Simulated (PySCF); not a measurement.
Mayer bond orders and bond lengths

Species: C₄H₇O₂PSi₂.
Atom-mapped SMILES: `[CH:1]#[C:2][C:3](=[O:4])[C:5](=[O:6])[SiH2:7][SiH2:8][PH2:9]` (hydrogens: H10 on C1; H11, H12 on Si7; H13, H14 on Si8; H15, H16 on P9)

Cartesian coordinates in Å at the GFN2-xTB level; atoms count from 1:
```
atom  x, y, z in Å
C1    -3.8124   -0.0146    1.7013
C2    -2.6864    0.1093    1.2954
C3    -1.3970    0.2652    0.7153
O4    -0.4227    0.7434    1.2701
C5    -1.2236   -0.3533   -0.6482
O6    -1.9789   -0.2369   -1.5809
Si7    0.5268   -1.1510   -0.7039
Si8    1.9473    0.7059   -0.5959
P9     3.0660    1.0121    1.3193
H10   -4.7913   -0.1201    2.0686
H11    0.5721   -2.0396    0.4656
H12    0.5367   -1.9871   -1.9042
H13    2.9922    0.5538   -1.6257
H14    1.2459    1.9622   -0.8794
H15    1.9785    0.8745    2.1543
H16    3.4390   -0.3148    1.4719
```

Bond orders from the PBE0/pcSseg-1 density (PySCF). One conformer (not necessarily the lowest) at the GFN2-xTB geometry, without solvent, vibrations or thermal averaging.

Problem. How far do the computed orders between heavy atoms stray from the drawn ones?

Solution. The largest departure is 0.671, at C1–C2 (drawn triple, 2.329). Drawn single, order below 0.88: C3–C5 (0.836), C5–Si7 (0.823) and Si7–Si8 (0.837). Drawn double or triple, more than 0.30 short of the drawn order: C1–C2 (2.329).

Problem. Give the Mayer order of every bond between heavy atoms, beside its length.

Solution. 
```tsv
bond	drawn as	length (Å)	Mayer order
C1–C2	triple	1.203	2.329
C2–C3	single	1.422	0.936
C3–O4	double	1.219	1.911
C3–C5	single	1.507	0.836
C5–O6	double	1.206	1.979
C5–Si7	single	1.924	0.823
Si7–Si8	single	2.340	0.837
Si8–P9	single	2.239	0.983
```

Bonds between the same two heavy elements. C–C: lowest C3–C5 (0.836, 1.507 Å), highest C1–C2 (2.329, 1.203 Å). C–O: lowest C3–O4 (1.911, 1.219 Å), highest C5–O6 (1.979, 1.206 Å).

Problem. And the bonds to hydrogen?

Solution. C–H: 1.14 (1 bond); H–Si: 0.91 to 0.94 (4 bonds); H–P: 0.93 (2 bonds).

Problem. Sum the orders of all bonds at each heavy atom with more than one neighbour and set the sums beside the valence in the SMILES.

Solution. C1 3.469 (drawn 4), C2 3.265 (drawn 4), C3 3.683 (drawn 4), C5 3.638 (drawn 4), Si7 3.529 (drawn 4), Si8 3.662 (drawn 4), P9 2.846 (drawn 3). Orders between atoms that aren't bonded are not in these sums.

For a closed shell the Mayer order of atoms A and B is Σ (PS)μν (PS)νμ over the basis functions μ on A and ν on B, with P the density and S the overlap matrix.
